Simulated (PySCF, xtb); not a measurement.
BH3N, SMILES B[NH], multiplicity 2.

Harmonic wavenumbers (cm⁻¹) from GFN2-xTB in xtb at its own minimum, in rising order: 413, 494, 708, 777, 999, 1628, 2366, 2497, 3620.

### Question
What does PBE-D3(BJ)/def2-TZVP (PySCF) give at its own minimum? (Estimate from the structure and the level; the computed values follow.)

### Answer
237, 313, 707, 852, 997, 1411, 2370, 2456, 3677. Paired by order, the mean absolute difference is 84 cm⁻¹ and the zero-point energies are 19.3 and 18.6 kcal/mol.
